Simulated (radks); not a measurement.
All-electron atom: Al2+ in [Ne] 3s1 (the NIST ground configuration). Calculated with a radial shooting solver on a logarithmic mesh with Libxc functionals: Dirac Kohn-Sham, exchange-only PBE, spin-unpolarised, spherical densities, finite nucleus; Fermi nuclear charge, rms radius 3.061 fm.

Radial electron density D(r) = 4 pi r^2 rho(r):

r (bohr),D(r) (e/bohr)
0.006225,0.5967
0.007019,0.7423
0.007914,0.9209
0.008923,1.139
0.01006,1.404
0.01134,1.725
0.01279,2.109
0.01442,2.567
0.01626,3.108
0.01833,3.740
0.02067,4.470
0.0233,5.302
0.02628,6.234
0.02963,7.259
0.0334,8.362
0.03766,9.514
0.04246,10.68
0.04788,11.80
0.05398,12.83
0.06086,13.68
0.06862,14.28
0.07737,14.57
0.08724,14.50
0.09836,14.06
0.1109,13.28
0.125,12.25
0.141,11.09
0.159,9.982
0.1778,9.149
0.2005,8.624
0.226,8.577
0.2548,9.017
0.2873,9.848
0.324,10.88
0.3653,11.85
0.4118,12.49
0.4643,12.61
0.5236,12.09
0.5903,10.95
0.6656,9.328
0.7504,7.456
0.8461,5.579
0.954,3.916
1.076,2.606
1.213,1.693
1.367,1.135
1.542,0.8383
1.738,0.6924
1.96,0.6057
2.21,0.5203
2.491,0.4163
2.809,0.3018
3.167,0.1950
3.571,0.1106
4.026,0.05414
4.54,0.02239
5.119,0.007659
5.771,0.002123
6.507,0.0004668

D(r) has 2 maxima, at r = 0.0805, 0.446 bohr, and minima at 0.215 bohr, inside which lie 2.21 electrons.
